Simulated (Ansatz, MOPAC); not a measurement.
Spectroscopic constants of RbMn, multiplicity 7 (lowest of 2S+1 = 1, 3, 5, 7 at CCSD(T)/def2-TZVPP on PBE0 minima; our sources give no spin for the ground state, which may be another). No spin–orbit coupling. Mn is treated without relativity.

The constants come from a fifth-degree fit in 1/R (seven points, main isotopes). In def2 and cc sets the state is the lowest found near the PBE0 minimum, followed along R.

Programs: Ansatz (a program for electronic structure) with Gaussian orbitals; MOPAC for PM6, PM7 (differences of heats of formation).  In def2 rows elements past Kr take small-core potentials, without spin–orbit coupling.

```json
[
 {"level": "PM6", "r_e (Å)": "4.195", "ω_e (cm⁻¹)": "18", "B_e (cm⁻¹)": "0.0287", "α_e (cm⁻¹)": "0.0016", "dipole (D)": "-"},
 {"level": "PM7", "r_e (Å)": "3.897", "ω_e (cm⁻¹)": "140", "B_e (cm⁻¹)": "0.0333", "α_e (cm⁻¹)": "0.00021", "dipole (D)": "-"},
 {"level": "PBE/def2-TZVPP", "r_e (Å)": "3.962", "ω_e (cm⁻¹)": "62", "B_e (cm⁻¹)": "0.0322", "α_e (cm⁻¹)": "0.00028", "dipole (D)": "1.94"},
 {"level": "r2SCAN/def2-TZVPP", "r_e (Å)": "4.019", "ω_e (cm⁻¹)": "61", "B_e (cm⁻¹)": "0.0313", "α_e (cm⁻¹)": "0.00026", "dipole (D)": "2.99"},
 {"level": "B97M-V/def2-TZVPP", "r_e (Å)": "4.048", "ω_e (cm⁻¹)": "61", "B_e (cm⁻¹)": "0.0308", "α_e (cm⁻¹)": "0.00026", "dipole (D)": "2.04"},
 {"level": "B3LYP/def2-TZVPP", "r_e (Å)": "4.140", "ω_e (cm⁻¹)": "48", "B_e (cm⁻¹)": "0.0295", "α_e (cm⁻¹)": "0.00036", "dipole (D)": "1.49"},
 {"level": "PBE0/def2-TZVPP", "r_e (Å)": "4.016", "ω_e (cm⁻¹)": "59", "B_e (cm⁻¹)": "0.0313", "α_e (cm⁻¹)": "0.00029", "dipole (D)": "2.30"},
 {"level": "BHLYP/def2-TZVPP", "r_e (Å)": "4.245", "ω_e (cm⁻¹)": "42", "B_e (cm⁻¹)": "0.0280", "α_e (cm⁻¹)": "0.00042", "dipole (D)": "1.17"},
 {"level": "CAM-B3LYP/def2-TZVPP", "r_e (Å)": "4.158", "ω_e (cm⁻¹)": "44", "B_e (cm⁻¹)": "0.0292", "α_e (cm⁻¹)": "0.00043", "dipole (D)": "1.33"},
 {"level": "wB97X-V/def2-TZVPP", "r_e (Å)": "4.100", "ω_e (cm⁻¹)": "50", "B_e (cm⁻¹)": "0.0301", "α_e (cm⁻¹)": "0.00039", "dipole (D)": "1.69"},
 {"level": "wB97M-V/def2-TZVPP", "r_e (Å)": "4.087", "ω_e (cm⁻¹)": "49", "B_e (cm⁻¹)": "0.0302", "α_e (cm⁻¹)": "0.00037", "dipole (D)": "1.90"},
 {"level": "B2PLYP/def2-TZVPP", "r_e (Å)": "4.178", "ω_e (cm⁻¹)": "44", "B_e (cm⁻¹)": "0.0289", "α_e (cm⁻¹)": "0.00042", "dipole (D)": "-"},
 {"level": "CCSD/def2-TZVPP", "r_e (Å)": "4.247", "ω_e (cm⁻¹)": "38", "B_e (cm⁻¹)": "0.0280", "α_e (cm⁻¹)": "0.00054", "dipole (D)": "-"},
 {"level": "CCSD(T)/def2-TZVPP", "r_e (Å)": "4.181", "ω_e (cm⁻¹)": "42", "B_e (cm⁻¹)": "0.0289", "α_e (cm⁻¹)": "0.00049", "dipole (D)": "-"}
]
```

Correlated levels freeze the inner cores; with def2 sets outer-core shells near the valence are correlated too. The state that PM6, PM7 reach isn't checked; PM7 holds dispersion and hydrogen-bond terms.
